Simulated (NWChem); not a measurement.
System: C2H3AuO; SMILES [CH3][Au]<-[C-]#[O+]

Here is an NWChem input.

```
start job
memory heap 200 mb stack 900 mb global 1100 mb
geometry units angstroms noautoz
  Au    -0.335075     0.131371    -0.000029
  C     -0.602341     2.160065    -0.000106
  H     -0.065817     2.628392    -0.841256
  H     -0.224934     2.607681     0.933626
  H     -1.669199     2.419616    -0.092698
  O      0.026808    -2.944055     0.000064
  C     -0.096509    -1.819438     0.000044
end
basis spherical
  * library def2-svp
end
ecp
  Au library def2-ecp
end
dft
  xc m06-l
  grid xcoarse
  iterations 150
  mulliken
end
task dft gradient
```

Parts of the log:

```
             Northwest Computational Chemistry Package (NWChem) 7.3.0
             --------------------------------------------------------

 C1  symmetry detected

                             Geometry "geometry" -> ""
                             -------------------------

 Output coordinates in angstroms (scale by  1.889725989 to convert to a.u.)

  No.       Tag          Charge          X              Y              Z
 ---- ---------------- ---------- -------------- -------------- --------------
    1 Au                  79.0000     0.00288019     0.16631725     0.00004842
    2 C                    6.0000    -0.01608476     2.21245280    -0.00027413
    3 H                    1.0000     0.58715106     2.61219881    -0.83155698
    4 H                    1.0000     0.39739179     2.61090192     0.94043146
    5 H                    1.0000    -1.04186526     2.59962282    -0.10981741
    6 O                    8.0000    -0.01132564    -2.93029421    -0.00019604
    7 C                    6.0000     0.00281679    -1.79902483     0.00005519

 Effective nuclear repulsion energy (a.u.)     451.5821819090

                                 NWChem DFT Module
                                 -----------------

 Summary of "ao basis" -> "ao basis" (spherical)
 ------------------------------------------------------------------------------
       Tag                 Description            Shells   Functions and Types
 ---------------- ------------------------------  ------  ---------------------
 Au                         def2-svp                12       32   6s3p2d1f
 C                          def2-svp                 6       14   3s2p1d
 H                          def2-svp                 3        5   2s1p
 O                          def2-svp                 6       14   3s2p1d

            General Information
            -------------------
          SCF calculation type: DFT
          Wavefunction type:  closed shell.
          No. of atoms     :     7
          No. of electrons :    42
           Alpha electrons :    21
            Beta electrons :    21
          Charge           :     0
          Spin multiplicity:     1
          Use of symmetry is: off; symmetry adaption is: off
          Maximum number of iterations: 150
          AO basis - number of functions:    89
                     number of shells:    39
          Convergence on energy requested:  1.00D-06
          Convergence on density requested:  1.00D-05
          Convergence on gradient requested:  5.00D-04

              XC Information
              --------------
                        M06-L Method XC Functional
                         M06-L Exchange Functional  1.000
                       M06-L Correlation Potential  1.000

             Grid Information
             ----------------
          Grid used for XC integration:  xcoarse
          Radial quadrature: Mura-Knowles
          Angular quadrature: Lebedev.
          Tag              B.-S. Rad. Rad. Pts. Rad. Cut. Ang. Pts.
          ---              ---------- --------- --------- ---------
          Au                  1.35       84           8.0       194
          C                   0.70       21          11.0       194
          H                   0.35       21          11.0       194
          O                   0.60       21          13.0       194
          Grid pruning is: on
          Number of quadrature shells:   210
          Spatial weights used:  Erf1

      Superposition of Atomic Density Guess
      -------------------------------------

 Sum of atomic energies:        -303.88270459

      Non-variational initial energy
      ------------------------------

 Total energy =    -287.528388
 1-e energy   =    -727.467096
 2-e energy   =     296.368404
 HOMO         =      -0.339319
 LUMO         =      -0.007383

     ---------------------------------------------
      Total Density - Mulliken Population Analysis
     ---------------------------------------------

    Atom       Charge   Shell Charges
 -----------   ------   -------------------------------------------------------
    1 Au  19    19.09   0.07 -0.48  1.82  0.61  0.84  0.37  5.59  0.47  0.05  8.62  1.12  0.01
    2 C    6     6.66   1.99  0.96  0.30  2.08  1.31  0.02
    3 H    1     0.88   0.67  0.19  0.03
    4 H    1     0.88   0.67  0.19  0.03
    5 H    1     0.88   0.67  0.19  0.03
    6 O    8     8.35   1.99  1.13  0.63  2.90  1.67  0.02
    7 C    6     5.25   1.99  1.01  0.46  1.26  0.46  0.07

[...]

                         DFT ENERGY GRADIENTS

    atom               coordinates                        gradient
                 x          y          z           x          y          z
   1 Au      0.005443   0.314294   0.000091    0.000113   0.016208   0.000046
   2 C      -0.030396   4.180930  -0.000518   -0.000269  -0.011830  -0.000029
   3 H       1.109555   4.936340  -1.571415   -0.000642  -0.001310   0.000736
   4 H       0.750962   4.933889   1.777158   -0.000351  -0.001255  -0.000709
   5 H      -1.968840   4.912575  -0.207525    0.001248  -0.001220  -0.000044
   6 O      -0.021402  -5.537453  -0.000370    0.000227   0.015468   0.000005
   7 C       0.005323  -3.399664   0.000104   -0.000326  -0.016061  -0.000005
```

Level: M06-L/def2-SVP with def2 effective core potentials on Au. The geometry was optimised at PBE0/def2-SVP. def2 effective core potentials on Au; no spin-orbit coupling.
